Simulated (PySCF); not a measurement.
# Potential energy of ZnS⁻ along the bond

Set-up: PySCF, no relativity, basis sets Zn def2-TZVPPD, S def2-TZVPPD. Energies in eV from Zn + S⁻ in their ground configurations at the same level. State: ²Σ⁺ (doublet), unpaired electrons σ ↑.

All columns are M06-2X. A positive dipole points towards S; it is taken about the centre of mass and depends on that origin.

| R (Å) | E (eV) | μ (D) | Mulliken charge on Zn (basis-dependent) | HOMO (eV) | LUMO (eV) | Mayer bond order | ⟨S²⟩ |
| --- | --- | --- | --- | --- | --- | --- | --- |
| 1.843 | -0.628 | -2.57 | -0.07 | -0.90 | 1.55 | 1.88 | 0.75 |
| 1.929 | -1.204 | -3.04 | -0.12 | -1.04 | 1.58 | 1.82 | 0.75 |
| 2.014 | -1.536 | -3.48 | -0.14 | -1.16 | 1.63 | 1.74 | 0.75 |
| 2.079 | -1.668 | -3.81 | -0.14 | -1.25 | 1.69 | 1.67 | 0.76 |
| 2.143 | -1.724 | -4.11 | -0.14 | -1.33 | 1.75 | 1.60 | 0.76 |
| 2.207 | -1.725 | -4.39 | -0.12 | -1.40 | 1.80 | 1.52 | 0.76 |
| 2.293 | -1.662 | -4.73 | -0.10 | -1.49 | 1.87 | 1.41 | 0.76 |
| 2.400 | -1.520 | -5.10 | -0.08 | -1.60 | 1.92 | 1.27 | 0.76 |
| 2.529 | -1.306 | -5.50 | -0.06 | -1.60 | 1.95 | 1.09 | 0.77 |
| 2.700 | -1.012 | -5.93 | -0.06 | -1.55 | 2.02 | 0.83 | 0.77 |

A fit through these points gives, at Re = 2.174 Å, μ = -4.25 D and dμ/dR = -4.38 D/Å; the reduced mass is 21.31 u.

Problem. How strong is the fundamental in the double-harmonic approximation, I = 42.26·(dμ/dR)²/μred km/mol?

Solution. I = 42.26·(-4.38)²/21.31 = 38.0 km/mol at M06-2X.

For an ion De counts to the pair picked by the measured ionisation energies or electron affinities, which need not be the lowest pair at this level. The state is the lowest determinant that a PBE0 search found; another state may lie lower at other levels.
